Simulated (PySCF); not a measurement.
## `C#C[C@@H]([SiH3])/C(F)=C\F`, C₅H₆F₂Si

Geometry:
```json
{"atom": "C1", "x (Å)": "-1.776", "y (Å)": "2.129", "z (Å)": "-0.185"}
{"atom": "C2", "x (Å)": "-0.986", "y (Å)": "1.274", "z (Å)": "0.094"}
{"atom": "C3", "x (Å)": "-0.043", "y (Å)": "0.220", "z (Å)": "0.393"}
{"atom": "Si4", "x (Å)": "-1.004", "y (Å)": "-1.436", "z (Å)": "0.679"}
{"atom": "C5", "x (Å)": "0.933", "y (Å)": "0.048", "z (Å)": "-0.713"}
{"atom": "F6", "x (Å)": "0.398", "y (Å)": "-0.101", "z (Å)": "-1.944"}
{"atom": "C7", "x (Å)": "2.254", "y (Å)": "-0.024", "z (Å)": "-0.618"}
{"atom": "F8", "x (Å)": "2.867", "y (Å)": "0.106", "z (Å)": "0.574"}
{"atom": "H9", "x (Å)": "-2.459", "y (Å)": "2.892", "z (Å)": "-0.413"}
{"atom": "H10", "x (Å)": "0.511", "y (Å)": "0.478", "z (Å)": "1.299"}
{"atom": "H11", "x (Å)": "-1.931", "y (Å)": "-1.189", "z (Å)": "1.780"}
{"atom": "H12", "x (Å)": "-1.703", "y (Å)": "-1.776", "z (Å)": "-0.556"}
{"atom": "H13", "x (Å)": "0.003", "y (Å)": "-2.440", "z (Å)": "1.026"}
{"atom": "H14", "x (Å)": "2.935", "y (Å)": "-0.182", "z (Å)": "-1.438"}
```

Computed, not measured: GIAO B3LYP/pcSseg-1 magnetisability, rotational g tensor and spin-rotation constants, non-relativistic, gas phase in PySCF 2.14.0. Geometry: GFN2-xTB.

Problem. Give the nuclear spin-rotation constants along the inertial axes (H = +C I·J) beside the isotropic shieldings.

Solution. Rotational constants 1.9594, 1.2148, 1.0297 GHz. A star marks the isotopologue with that one atom substituted, in its own axes.
```csv
atom,isotope,Caa (kHz),Cbb (kHz),Ccc (kHz),mean (kHz),σ (ppm)
F6,19F,1.982,0.604,0.828,1.138,337.0
F8,19F,1.699,0.454,0.848,1.000,351.5
H9,1H,-0.103,-0.057,-0.121,-0.094,30.3
H10,1H,-0.174,-0.129,0.023,-0.093,28.2
H11,1H,-0.042,-0.108,-0.039,-0.063,27.7
H12,1H,-0.144,-0.114,0.021,-0.079,27.7
H13,1H,-0.049,-0.031,-0.104,-0.061,27.9
H14,1H,0.028,-0.118,-0.021,-0.037,24.4
C1,13C*,0.390,0.227,0.328,0.315,106.8
C2,13C*,0.363,0.216,0.392,0.324,99.3
C3,13C*,0.295,0.175,0.152,0.207,164.9
Si4,29Si*,-1.140,-0.656,-0.617,-0.804,396.5
C5,13C*,0.688,0.356,0.491,0.512,15.7
C7,13C*,0.676,0.335,0.429,0.480,33.1
```
For the geometry as given, no vibrational averaging.

Problem. How do the rotational constants and the g tensor change when H9, H10, H11, H12, H13, H14 are replaced by deuterium?

Solution. Constants 1.7737, 1.1304, 0.9425 GHz; g -0.0209, -0.0098, -0.0096, against -0.0229, -0.0106, -0.0105 before.
